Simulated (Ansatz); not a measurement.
Geometry optimisation, RHF/def2-SVP in Ansatz.

The input (input.yaml):

```yaml
crystal:
  periodic: [false, false, false]
  atoms:
    - { symbol: C, position_ang: [-0.8781, -0.8595, 1.0903] }
    - { symbol: "N", position_ang: [0.2256, -0.2337, 0.421] }
    - { symbol: C, position_ang: [1.41, -1.0366, 0.4097] }
    - { symbol: C, position_ang: [0.1673, 0.7149, -0.5437] }
    - { symbol: "N", position_ang: [0.781, 1.2349, -1.4693] }
    - { symbol: Si, position_ang: [-0.9328, 1.8874, -1.3471] }
    - { symbol: H, position_ang: [-1.6446, -0.0458, 1.3211] }
    - { symbol: H, position_ang: [-1.3556, -1.5482, 0.4263] }
    - { symbol: H, position_ang: [-0.6395, -1.2784, 2.0629] }
    - { symbol: H, position_ang: [2.3292, -0.4189, 0.2562] }
    - { symbol: H, position_ang: [1.3752, -1.8138, -0.3259] }
    - { symbol: H, position_ang: [1.6093, -1.5154, 1.4111] }
    - { symbol: H, position_ang: [-0.8586, 3.3483, -1.0615] }
    - { symbol: H, position_ang: [-1.6014, 1.5358, -2.6223] }
basis:
  gaussian: { orbitals: def2-SVP }
hamiltonian:
  xc: hf
relax:
  f_tol: 0.015
  max_steps: 40
output:
  orbitals: {}
```

Run as:

```bash
$ ansatz run input.yaml --threads 2 --pin off --max-ram 3072MiB --backend cpu --events-out ev --progress --plain --runs-dir out
```

Q: Where does it end, and by what steps?

A: It converged. After 16 steps the energy has fallen by 0.899 eV; H10 moved furthest, 0.57 Å.

```csv
step,energy less start (eV),largest force component (eV/Å),accepted
0,0.0000,3.213,yes
1,-0.5974,2.857,yes
2,-0.8307,1.104,yes
3,-0.8738,0.204,yes
4,-0.8812,0.083,yes
5,-0.8841,0.161,yes
6,-0.8860,0.547,yes
7,-0.8921,0.113,yes
8,-0.8914,0.183,no
9,-0.8942,0.038,yes
10,-0.8953,0.190,yes
11,-0.8974,0.043,yes
12,-0.8984,0.037,yes
13,-0.8990,0.051,yes
14,-0.8992,0.037,yes
15,-0.8994,0.017,yes
16,-0.8995,0.006,yes
```

```xyz
14
Properties=species:S:1:pos:R:3
C -0.939 -0.899 1.053
N 0.160 -0.397 0.270
C 1.435 -1.071 0.376
C 0.023 0.659 -0.542
N 0.861 1.249 -1.310
Si -0.686 2.040 -1.419
H -1.825 -0.298 0.869
H -1.166 -1.938 0.794
H -0.711 -0.861 2.122
H 2.153 -0.571 -0.267
H 1.350 -2.116 0.066
H 1.802 -1.047 1.405
H -0.922 3.349 -0.786
H -1.548 1.873 -2.602
```

Whether the end is a true minimum wasn't checked by a vibrational analysis.

Run time: 40 s on 2 threads of Arm Neoverse V1, with other jobs on the host, peak memory 0.3 GiB.
